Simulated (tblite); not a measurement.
C₅H₈NO (doublet state).
Atom-mapped SMILES: `[CH:1]1[CH2:2][CH:3]=[N:4][CH2:5][O:6][CH2:7]1` (hydrogens: H8 on C1; H9, H10 on C2; H11 on C3; H12, H13 on C5; H14, H15 on C7)

Computed geometry: GFN2-xTB, gas phase. This method treats the open shell by occupation alone, without spin polarisation.

Problem. Give the optimised bond lengths and angles.

Solution. 
```tsv
bond	length (Å)	order
C1–C2	1.475	single
C2–C3	1.526	single
C3=N4	1.251	double
N4–C5	1.427	single
C5–O6	1.403	single
O6–C7	1.417	single
C1–C7	1.487	single
C1–H8	1.076	single
C2–H9, C2–H10	1.092	single
C3–H11	1.085	single
C5–H12, C5–H13	1.101	single
C7–H14, C7–H15	1.102	single
```

Bonds in one row agree within 0.01 Å and their mean is given. Orders are formal, as drawn. A selection of angles:
```tsv
angle	degrees
C2–C1–C7	117.5
C2–C1–H8	120.0
C7–C1–H8	119.4
C1–C2–C3	107.5
C1–C2–H9	112.1
C1–C2–H10	110.2
C3–C2–H9	109.6
C3–C2–H10	107.4
H9–C2–H10	110.0
C2–C3–N4	127.9
C2–C3–H11	116.3
N4–C3–H11	115.8
C3–N4–C5	125.5
N4–C5–O6	119.7
N4–C5–H12	105.8
N4–C5–H13	106.7
O6–C5–H12	110.6
O6–C5–H13	105.6
H12–C5–H13	108.0
C5–O6–C7	114.8
O6–C7–H14	104.2
O6–C7–H15	110.2
C1–C7–O6	112.5
C1–C7–H14	111.4
H14–C7–H15	107.5
```

Dihedral angles: C7–C1–C2–C3 75° (synclinal); C1–C2–C3–N4 -51° (synclinal); C2–C3–N4–C5 -1° (synperiplanar); C3–N4–C5–O6 -9° (synperiplanar); N4–C5–O6–C7 71° (synclinal); C5–O6–C7–C1 -67° (synclinal); C2–C1–C7–O6 -15° (synperiplanar). The mirror-image conformer, all signs reversed, is as good.

C1 (carbon bonded to 2 C and H) is almost planar (angles 120.0°, 119.4° and 117.5°, sum 356.8°, 0.14 Å off the plane of its three neighbours). The C–C distances run from 1.475 Å (C1–C2, drawn single) to 1.526 Å (C2–C3, drawn single), a spread of 0.051 Å. The C–N distances run from 1.251 Å (C3=N4, drawn double) to 1.427 Å (N4–C5, drawn single), a spread of 0.176 Å. C3 (carbon bonded to C, N and H) is planar (angles 127.9°, 116.3° and 115.8°, sum 359.9°, 0.02 Å off the plane of its three neighbours). Of the pairs four or more bonds apart, O6···H10 is among the closest relative to their van der Waals radii: 2.55 Å, 94 % of the sum of Bondi's values. The 7-membered ring C1–C2–C3–N4–C5–O6–C7 has internal angles of 107.5° to 127.9° (sum 825°, against 900° for a flat polygon); it is puckered, 0.34 Å rms from its mean plane, widest ring torsion 75°.

Point group: C1 (no symmetry element, even within 0.4 Å). Its GFN2-xTB frequencies are all real (lowest 76 cm⁻¹). 2 starts were optimised and ended at 0.00 and 1.70 kcal/mol (GFN2-xTB); the lowest of these is shown.

Time: 0.33 s wall. Hardware: Arm Neoverse V2, one thread, shared host with 96 logical CPUs at a one-minute load of 88. This is the geometry optimisation.
